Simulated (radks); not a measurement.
Valence configurations of Dy+ (all share [Xe]). Method: scalar-relativistic Kohn-Sham, PBE, spin-polarised, spherical densities, point nucleus; open shells are filled with parallel spins first (spin-orbit coupling, left out, can overturn this in heavy ions); computed with a radial shooting solver on a logarithmic mesh with Libxc functionals. Energies are relative to 4f10 6s1; eigenvalues in eV for spin up.

| valence | E (eV) | moment (Bohr magnetons) | e(4f) | e(5d) | e(6p) | e(6s) |
|---|---|---|---|---|---|---|
| 4f10 6s1 | 0.000 | 5 | -10.735 | - | - | -9.227 |
| 4f10 6p1 | 3.500 | 5 | -12.070 | - | -6.444 | - |
| 4f10 5d1 | 2.104 | 5 | -9.077 | -6.168 | - | - |
| 4f10 6s0.5 6p0.5 | 1.754 | 5 | -11.408 | - | -6.075 | -9.584 |
| 4f11 | 3.405 | 3 | -4.797 | - | - | - |
| 4f9 6s1 6p1 | 5.503 | 7 | -20.718 | - | -7.532 | -11.714 |
| 4f10.5 6s0.5 | 1.265 | 4 | -7.230 | - | - | -8.309 |
| 4f9 5d1 6s1 | 2.347 | 7 | -17.137 | -8.854 | - | -10.064 |
| 4f9.5 6s1.5 | 0.396 | 5 | -14.915 | - | - | -9.899 |
| 4f9 6s1.5 6p0.5 | 4.014 | 6 | -20.164 | - | -7.085 | -11.181 |

NIST lists [Xe] 4f10 6s1 as the ground configuration; this level of theory agrees among the configurations tried. The energies are those of spherical high-spin densities, not of single terms.
